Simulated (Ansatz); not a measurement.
(ClBe-mu-Cl)2 (Be₂Cl₄), relaxed as a singlet with RKS PBE0-D4/def2-SVP in Ansatz, starting from the GFN2-xTB geometry. Force threshold 0.02 eV/Å.

Start:

```xyz
6

Be    0.124    0.887    1.002
Cl    0.297    2.051    2.344
Cl   -1.281   -0.423    0.533
Be   -0.125   -0.885   -1.005
Cl   -0.290   -2.063   -2.333
Cl    1.275    0.432   -0.540
```

**Question.** Estimate the energy that the relaxation releases and the steps that it takes.

**Answer.** 17.4 kJ/mol, in 5 steps; 7 s on 4 threads of Intel Xeon on a shared host. No frequencies were taken in this run, so the end may be a saddle point.

**Question.** Does the start keep its bonding and symmetry?

**Answer.** By distances, no bond broke or formed. The bond that changes most is Be4–Cl5, from 1.78 to 1.84 Å (atoms count from 1). Point group D2h at the start, D2h at the end, both within 0.05 Å.

**Question.** Predict the relaxed structure.

**Answer.** 
```xyz
6

Be    0.123    0.865    0.982
Cl    0.296    2.071    2.355
Cl   -1.363   -0.455    0.571
Be   -0.123   -0.864   -0.983
Cl   -0.294   -2.073   -2.353
Cl    1.362    0.457   -0.573
```
Bond lengths (bridged metal pairs left out): 6 × Be–Cl 1.84 to 2.03 Å.
